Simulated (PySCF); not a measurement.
Compound: C₆H₈F₂O.
Z-matrix (Å and degrees, PBE0-D3(BJ)/def2-SVP geometry), rows numbered from 1:
```
F 
C   1  1.3319
F   2  1.3516  1  107.81
O   2  1.3537  1  107.58  3   119.54
C   4  1.3871  2  115.68  1   169.49
C   5  1.5280  4  122.94  2  -175.01
C   6  1.5483  5   73.35  4   179.95
C   5  1.5461  4  127.98  2   -57.20
C   5  1.5413  4  128.01  2    66.93
H   2  1.1065  1  109.77  3  -117.08
H   6  1.1002  5  116.29  4   -67.93
H   6  1.1005  5  116.47  4    67.78
H   7  1.0957  6  126.95  5  -179.90
H   8  1.1007  5  116.48  4   -64.49
H   8  1.1012  5  117.38  4    72.40
H   9  1.1001  5  116.80  4   -71.44
H   9  1.1001  5  116.27  4    64.34
```

Linear response at CAM-B3LYP/def2-SVPD (PySCF, frozen core in the response, non-relativistic). The structure is a single PBE0-D3(BJ)/def2-SVP conformer in the gas phase; no vibrational or solvent corrections.

Static isotropic polarisability: 71.75 au (10.63 Å³), principal values 67.9, 69.0, 78.4 au.

**Question.** What is the polarisability at 1064 nm and at the sodium D line?

**Answer.** 72.17 au at 1064 nm (+0.6 %), 73.14 au at 589.3 nm (+1.9 %). The rise at 589.3 nm is 3.33 times that at 1064 nm; a pure ω² law gives 3.26. The lowest singlet lies at 147 nm, shorter than both wavelengths.

**Question.** What is the isotropic C6 coefficient between two such molecules, C6 = (3/π)∫α(iω)² dω?

**Answer.** 2499 au (Eh·bohr⁶) by a ten-point quadrature over imaginary frequencies, which is 1490 eV·Å⁶ or 144 J·nm⁶/mol.

**Question.** Which effective excitation energy ω̄ makes London's formula C6 = (3/4)α²ω̄ exact here?

**Answer.** ω̄ = 4·C6/(3α²) = 0.647 Eh = 17.6 eV. A one-pole form α(ω) = α/(1 − ω²/ω̄²) fitted to the 1064 nm value gives 15.3 eV.

**Question.** How many electrons N does the Slater–Kirkwood formula C6 = (3/4)·√N·α^(3/2) need to give this C6?

**Answer.** N = (4·C6/3)²/α³ = 30.1; the species has 70 electrons in all.

**Question.** How anisotropic is the static polarisability, by Δα² = ½[(α1 − α2)² + (α2 − α3)² + (α3 − α1)²]?

**Answer.** Δα = 9.9 au, or 0.14 of the isotropic value.

**Question.** The lowest 6 singlets have (eV, f): 8.44, 0.021; 8.80, 0.041; 9.09, 0.018; 9.23, 0.045; 9.28, 0.040; 9.32, 0.031. What share of the static polarisability do they carry in the sum over states α = Σ f/ω²?

**Answer.** 1.76 au, 2.5 % of α; the largest term, 0.39 au, is that of the state at 8.80 eV. Their oscillator strengths add up to 0.19. Higher states carry the rest.
